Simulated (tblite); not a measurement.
Compound: C7H13P.
Structure used (GFN2-xTB), in Å, numbered top down from 1:
```xyz
21
C7H13P angstrom
C     -2.0880    1.3792   -0.1416
C     -1.7882    0.1191    0.1382
C     -2.2806   -1.0378   -0.6774
P     -0.9027   -0.3809    1.6796
C      0.4925    0.8250    1.7057
C      0.8486   -0.4909    1.0667
C      1.2169   -0.5277   -0.3967
C      2.6526   -0.0515   -0.6063
H     -1.7741    2.1988    0.4835
H     -2.6630    1.6435   -1.0162
H     -2.9993   -1.6140   -0.0940
H     -2.7630   -0.6974   -1.5914
H     -1.4582   -1.7049   -0.9335
H      0.4258    1.6859    1.0547
H      0.9196    1.0478    2.6752
H      1.4670   -1.1454    1.6772
H      0.5371    0.1141   -0.9615
H      1.1183   -1.5476   -0.7780
H      3.3509   -0.6970   -0.0776
H      2.7748    0.9631   -0.2335
H      2.9042   -0.0645   -1.6645
```

Level: GFN2-xTB in tblite, geometry and Hessian alike; calculated harmonic values, unscaled, isolated species. The method is semi-empirical: single wavenumbers can be off by several per cent or more. One conformer, not necessarily the lowest.

Harmonic wavenumbers (cm⁻¹): 66.5, 91.0, 108.8, 124.6, 167.1, 218.2, 225.8, 291.3, 343.0, 367.2, 413.7, 458.8, 619.1, 681.3, 698.5, 707.5, 820.6, 825.7, 881.3, 895.5, 944.6, 955.8, 997.9, 1006.3, 1024.1, 1038.0, 1040.3, 1089.3, 1154.1, 1183.8, 1187.3, 1248.9, 1302.6, 1350.1, 1392.8, 1407.3, 1411.2, 1414.1, 1469.6, 1476.9, 1489.6, 1500.0, 1505.0, 1682.3, 2957.6, 2976.7, 2988.6, 2993.8, 3012.9, 3024.7, 3030.0, 3031.6, 3036.9, 3045.2, 3062.9, 3072.3, 3107.3.

A = 2371, B = 1208, C = 1049 MHz; mass 128.075 u (most abundant isotopes); point group C1, symmetry number 1.

**Question.** What is the zero-point energy?

**Answer.** ½Σν̃ = 39309 cm⁻¹ = 112.39 kcal/mol.

**Question.** Entropy at 500 K, 1 bar (ideal gas, RRHO, classical rotation)?

**Answer.** Translation 43.05, rotation 30.60, vibration 50.44: S = 124.1 cal/(mol K).

**Question.** And Cp and H(500 K) − H(0)?

**Answer.** Cp = 59.81 cal/(mol K), of which vibrations give 51.86 (their classical limit is 57 R = 113.3); H(500 K) − H(0) = 17.19 kcal/mol without the zero-point energy, 13.22 from vibrations.

**Question.** How do the functions run with temperature in this model?

**Answer.** 
```
T (K)  S (cal/(mol K))  Cp (cal/(mol K))  H − H(0) (kcal/mol)  G − H(0) (kcal/mol)  ln q(vib)
  100             68.7              19.3                 1.30                -5.57       1.43
  200             85.1              29.1                 3.72               -13.30       4.08
  300             98.9              39.7                 7.15               -22.52       6.75
  800            156.9              79.8                38.39               -87.16      19.88
 1000            175.8              88.7                55.29              -120.47      24.79
```

q(vib) and H(0) count from the zero-point level.

**Question.** Which modes carry the vibrational entropy at 500 K?

**Answer.** 66.5 cm⁻¹: 5.28; 91.0 cm⁻¹: 4.66; 108.8 cm⁻¹: 4.30; 124.6 cm⁻¹: 4.04; 167.1 cm⁻¹: 3.46; 218.2 cm⁻¹: 2.94 cal/(mol K); the other 51 give 25.76 together.

**Question.** Blend soft modes into free rotors: weight 1/[1 + (100 cm⁻¹/ν̃)⁴] for the oscillator and the rest for a rotor with moment μB/(μ + B), μ = h/(8π²ν), B = 10⁻⁴⁴ kg m². What vibrational entropy results?

**Answer.** 47.70 cal/(mol K) in place of 50.44, which changes −T·S at 500 K by +1.37 kcal/mol.

**Question.** What must be added to the electronic energy to get the Gibbs energy at 500 K and 1 bar?

**Answer.** ZPE + [H(500 K) − H(0)] − T·S = 112.39 + 17.19 − 62.05 = 67.53 kcal/mol.

Hindered rotation and anharmonicity are outside this model. Other conformers, if any are populated, would add a mixing term that is left out. The structure is chiral; the term R ln 2 for an equal mix with its mirror image is left out.
